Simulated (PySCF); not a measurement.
**Basis-set dependence of population analyses: `[H]/N=C\[SiH2]S`**

Species: CH5NSSi.
Numbering: `[H]/[N:1]=[CH:2]\[SiH2:3][SH:4]` (hydrogens: H5 on N1; H6 on C2; H7, H8 on Si3; H9 on S4)

PBE0 throughout (PySCF), one geometry, spherical d and f functions. One conformer (not necessarily the lowest) at the PBE0-D3(BJ)/def2-SVP geometry, without solvent, vibrations or thermal averaging. Atoms taken as equivalent share a column and are averaged. The first 7 of 8 kinds of atom are listed.

Mulliken charges (e):

| basis | functions | N1 | C2 | Si3 | S4 | H5 | H6 | H7/H8 |
| --- | --- | --- | --- | --- | --- | --- | --- | --- |
| STO-3G | 33 | -0.294 | -0.141 | +0.492 | -0.075 | +0.165 | +0.080 | -0.107 |
| 6-31G | 54 | -0.432 | -0.264 | +0.545 | -0.263 | +0.281 | +0.202 | -0.077 |
| pcSseg-0 | 54 | -0.531 | -0.410 | +0.628 | -0.433 | +0.306 | +0.262 | -0.007 |
| 6-31G* | 74 | -0.481 | -0.160 | +0.404 | -0.304 | +0.315 | +0.192 | -0.050 |
| cc-pVDZ | 89 | -0.148 | -0.112 | +0.289 | -0.234 | +0.100 | +0.057 | -0.034 |
| def2-SVP | 89 | -0.145 | -0.212 | +0.426 | -0.261 | +0.115 | +0.076 | -0.053 |
| pcSseg-1 | 107 | -0.307 | -0.238 | +0.562 | -0.364 | +0.169 | +0.145 | -0.064 |
| aug-cc-pVDZ | 145 | -0.257 | +0.267 | +0.158 | -0.467 | +0.008 | -0.273 | +0.208 |
| 6-311+G(2d,p) | 154 | -0.337 | -0.158 | +0.324 | -0.199 | +0.209 | +0.123 | -0.046 |
| def2-TZVP | 166 | -0.284 | -0.137 | +0.238 | -0.311 | +0.210 | +0.126 | -0.009 |
| cc-pVTZ | 198 | -0.214 | -0.156 | +0.284 | -0.241 | +0.152 | +0.117 | -0.026 |
| IGLO-III | 208 | -0.431 | -0.098 | +0.817 | -0.317 | +0.215 | +0.102 | -0.154 |

IAO charges (e):

| basis | functions | N1 | C2 | Si3 | S4 | H5 | H6 | H7/H8 |
| --- | --- | --- | --- | --- | --- | --- | --- | --- |
| STO-3G | 33 | -0.280 | -0.273 | +0.599 | -0.160 | +0.184 | +0.127 | -0.110 |
| 6-31G | 54 | -0.353 | -0.240 | +0.495 | -0.280 | +0.241 | +0.163 | -0.067 |
| pcSseg-0 | 54 | -0.332 | -0.251 | +0.482 | -0.284 | +0.231 | +0.158 | -0.062 |
| 6-31G* | 74 | -0.368 | -0.238 | +0.624 | -0.288 | +0.238 | +0.147 | -0.106 |
| cc-pVDZ | 89 | -0.366 | -0.234 | +0.622 | -0.297 | +0.238 | +0.144 | -0.107 |
| def2-SVP | 89 | -0.361 | -0.238 | +0.633 | -0.288 | +0.234 | +0.141 | -0.112 |
| pcSseg-1 | 107 | -0.374 | -0.240 | +0.638 | -0.298 | +0.239 | +0.147 | -0.110 |
| aug-cc-pVDZ | 145 | -0.395 | -0.228 | +0.628 | -0.308 | +0.248 | +0.149 | -0.105 |
| 6-311+G(2d,p) | 154 | -0.395 | -0.237 | +0.654 | -0.304 | +0.249 | +0.150 | -0.113 |
| def2-TZVP | 166 | -0.392 | -0.240 | +0.664 | -0.304 | +0.247 | +0.149 | -0.116 |
| cc-pVTZ | 198 | -0.389 | -0.238 | +0.652 | -0.308 | +0.247 | +0.148 | -0.112 |
| IGLO-III | 208 | -0.397 | -0.238 | +0.659 | -0.300 | +0.249 | +0.150 | -0.115 |

Hirshfeld charges (e):

| basis | functions | N1 | C2 | Si3 | S4 | H5 | H6 | H7/H8 |
| --- | --- | --- | --- | --- | --- | --- | --- | --- |
| STO-3G | 33 | -0.193 | -0.035 | +0.356 | -0.100 | +0.085 | +0.021 | -0.076 |
| 6-31G | 54 | -0.203 | -0.045 | +0.285 | -0.144 | +0.110 | +0.055 | -0.060 |
| pcSseg-0 | 54 | -0.196 | -0.050 | +0.311 | -0.139 | +0.100 | +0.042 | -0.064 |
| 6-31G* | 74 | -0.204 | -0.041 | +0.286 | -0.142 | +0.108 | +0.053 | -0.065 |
| cc-pVDZ | 89 | -0.193 | -0.046 | +0.298 | -0.124 | +0.103 | +0.044 | -0.071 |
| def2-SVP | 89 | -0.201 | -0.046 | +0.303 | -0.116 | +0.104 | +0.042 | -0.073 |
| pcSseg-1 | 107 | -0.207 | -0.046 | +0.311 | -0.129 | +0.103 | +0.046 | -0.070 |
| aug-cc-pVDZ | 145 | -0.211 | -0.053 | +0.308 | -0.118 | +0.100 | +0.050 | -0.067 |
| 6-311+G(2d,p) | 154 | -0.213 | -0.052 | +0.307 | -0.119 | +0.102 | +0.050 | -0.068 |
| def2-TZVP | 166 | -0.210 | -0.050 | +0.302 | -0.118 | +0.103 | +0.049 | -0.068 |
| cc-pVTZ | 198 | -0.206 | -0.048 | +0.301 | -0.120 | +0.102 | +0.048 | -0.068 |
| IGLO-III | 208 | -0.214 | -0.051 | +0.301 | -0.107 | +0.100 | +0.048 | -0.067 |

ESP-fitted charges (e):

```csv
basis,functions,N1,C2,Si3,S4,H5,H6,H7/H8
STO-3G,33,-0.571,+0.215,+0.360,-0.270,+0.282,-0.003,-0.075
6-31G,54,-0.682,+0.215,+0.316,-0.436,+0.378,+0.058,-0.047
pcSseg-0,54,-0.686,+0.186,+0.423,-0.478,+0.374,+0.055,-0.071
6-31G*,74,-0.617,+0.207,+0.168,-0.333,+0.348,+0.056,-0.020
cc-pVDZ,89,-0.580,+0.215,+0.114,-0.283,+0.327,+0.042,-0.014
def2-SVP,89,-0.608,+0.229,+0.169,-0.298,+0.336,+0.032,-0.030
pcSseg-1,107,-0.635,+0.215,+0.224,-0.338,+0.348,+0.048,-0.037
aug-cc-pVDZ,145,-0.625,+0.237,+0.078,-0.260,+0.340,+0.053,-0.001
"6-311+G(2d,p)",154,-0.647,+0.248,+0.062,-0.261,+0.354,+0.053,+0.001
def2-TZVP,166,-0.631,+0.239,+0.082,-0.256,+0.347,+0.051,-0.007
cc-pVTZ,198,-0.607,+0.220,+0.103,-0.260,+0.335,+0.052,-0.012
IGLO-III,208,-0.633,+0.257,+0.025,-0.227,+0.344,+0.046,+0.007
```

Some averages cover members that differ in this geometry, most widely: H7/H8, ESP-fitted in 6-311+G(2d,p) -0.036 to +0.039; H7/H8, ESP-fitted in aug-cc-pVDZ -0.038 to +0.035; H7/H8, ESP-fitted in def2-TZVP -0.043 to +0.029; H7/H8, ESP-fitted in IGLO-III -0.029 to +0.044 e.

Problem. Which scheme is steadiest as the basis changes?

Solution. Largest range over the bases for any column: Hirshfeld 0.07 e, IAO 0.18 e, ESP-fitted 0.40 e, Mulliken 0.68 e. Hirshfeld charges move least and Mulliken charges most, counted in e. Without the minimal STO-3G basis the ranges are Hirshfeld 0.04, IAO 0.18, ESP-fitted 0.40, Mulliken 0.68 e.

Problem. How much do the charges still move between the two largest bases, cc-pVTZ and IGLO-III?

Solution. At most, over all atoms: Mulliken 0.533 e, IAO 0.009 e, Hirshfeld 0.013 e, ESP-fitted 0.078 e.

Problem. What do the same runs give for the total energy, the frontier levels and the dipole moment?

Solution. 
```
        basis  energy (Eh)  HOMO (eV)  LUMO (eV)  μ (D)
       STO-3G    -774.2075      -3.81       2.51   1.46
        6-31G    -783.0266      -7.12      -1.27   1.39
     pcSseg-0    -782.1081      -7.21      -1.43   1.55
       6-31G*    -783.1229      -7.18      -1.16   1.07
      cc-pVDZ    -783.1746      -7.11      -1.09   0.97
     def2-SVP    -782.8817      -7.14      -1.17   1.11
     pcSseg-1    -783.1302      -7.32      -1.34   1.11
  aug-cc-pVDZ    -783.1884      -7.33      -1.41   1.12
6-311+G(2d,p)    -783.2221      -7.35      -1.43   1.17
    def2-TZVP    -783.2312      -7.31      -1.35   1.11
      cc-pVTZ    -783.2355      -7.27      -1.29   1.04
     IGLO-III    -783.2304      -7.29      -1.36   1.21
```

The dipole is fixed by the density alone, so its range of 0.58 D shows that the density itself changes with the basis, not only its division among atoms.
